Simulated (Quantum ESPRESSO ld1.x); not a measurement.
Results of a calculation; reference values are marked as such.
These are the eigenvalues of the occupied orbitals of an atom or ion with whole-number occupations (hartree). Level of theory: scalar-relativistic Kohn-Sham, relativistic LDA (MacDonald-Vosko exchange, VWN5 correlation), spin-unpolarised, spherical densities, point nucleus (ld1.x of Quantum ESPRESSO 7.5).

| orbital | eigenvalue |
|---|---|
| 1s | -0.57035 |

Which element is it, and in what charge state? The configuration may be excited.

Answer. Z = 2, helium, charge 0: He in [He]. The 1s level, -0.57035 hartree, gives Z - s = 1.1 by -(Z - s)^2/2, which with screening and relativity narrows Z to a few neighbours, and the depths must fix Z and the occupations together.
